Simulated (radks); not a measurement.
Isoelectronic series with 26 electrons, each ion in its NIST ground configuration. Calculated with a radial shooting solver on a logarithmic mesh with Libxc functionals: scalar-relativistic Kohn-Sham, r2SCAN, spin-polarised, spherical densities, finite nucleus; open shells are filled with parallel spins first (spin-orbit coupling, left out, can overturn this in heavy ions); meta-GGA in the generalised Kohn-Sham scheme; Fermi nuclear charge, rms radius of each element as measured or else 0.836 A^(1/3) + 0.57 fm. Total energies (hartree) and mean radii <r> (bohr):

ion    configuration  E (hartree)  3d down   3d up  3p down   3p up
Fe      [Ar] 3d6 4s2  -1272.81178    1.247   1.101   0.8625  0.8560
Cu3+        [Ar] 3d8  -1652.63885   0.8624  0.8453   0.7382  0.7349
Ge6+        [Ar] 3d8  -2087.70355   0.6577  0.6507   0.6287  0.6260
Br9+        [Ar] 3d8  -2577.91713   0.5413  0.5372   0.5452  0.5431
Sr12+       [Ar] 3d8  -3123.74542   0.4628  0.4600   0.4807  0.4791
Ru18+       [Ar] 3d8  -4384.85922   0.3611  0.3595   0.3880  0.3870
Ag21+       [Ar] 3d8  -5101.73282   0.3258  0.3246   0.3537  0.3528
Sn24+       [Ar] 3d8  -5877.37754   0.2969  0.2960   0.3248  0.3240

Estimate the row of Nb15+ ([Ar] 3d8).

Answer. E (hartree) -3725.81308; 3d down 0.4053; 3d up 0.4033; 3p down 0.4295; 3p up 0.4282.
